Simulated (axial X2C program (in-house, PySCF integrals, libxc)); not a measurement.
# Testing model relations on SiTe⁻

A bond curve at the LDA level, 2c, was computed with an in-house all-electron X2C program for linear molecules (integrals from PySCF) (basis Te dyall-acv3z [12s13p9d5f1g], Si dyall-av3z [9s8p3d2f] (cores contracted in-house)) for the state Ω = 1/2 (⟨Sz⟩ = -0.50, ⟨Lz⟩ = 1.00 at LDA). Its fit gives Re = 2.3907 Å, ωe = 387.2 cm⁻¹, ωexe = 1.19 cm⁻¹ and αe = 5.552e-04 cm⁻¹; the masses are 129.9062 and 27.9769 u. Two-component means X2C with spin–orbit coupling and atomic mean-field Coulomb and Gaunt terms.

Find the reduced mass, Be and the force constant.

From the LDA values: μ = 23.0194 u. Be = 16.8576/(μ Re²) = 0.1281 cm⁻¹. k = 5.8918×10⁻⁷ μ ωe² = 2.03 mdyn/Å.

Estimate the centrifugal constant by the Kratzer relation.

D = 4Be³/ωe² = 5.61e-08 cm⁻¹.

A Morse curve ties αe to the other constants (Pekeris). How well does that hold?

αe(Morse) = 6Be²/ωe × (√(ωexe/Be) − 1) = 5.209e-04 cm⁻¹; the LDA curve gives 5.552e-04 cm⁻¹, a ratio of 0.94.

Estimate De from a Morse curve and compare with the computed well depth of 4.206 eV to Te- + Si.

De(Morse) = ωe²/(4ωexe) = 3.905 eV against 4.206 eV computed, a ratio of 0.93. For De the Morse form works well here.

Where do the fundamental and the first overtone lie?

ν(1←0) = ωe − 2ωexe = 384.8 cm⁻¹; ν(2←0) = 2ωe − 6ωexe = 767.3 cm⁻¹.

One determinant describes the state; a PBE0 search over occupations chose it and may have missed a lower one. Dissociation energies refer to the lowest single-determinant-based atoms at the same level and basis. Density functionals use the spin component along the axis (collinear). In 2c an atomic determinant is not the ground J level, so De misses part of the atomic spin–orbit lowering. This holds for LDA. Without a current term, density functionals place determinants with orbital angular momentum somewhat too high. The highest occupied level of some functionals is positive through self-interaction error; at Hartree–Fock it is bound.
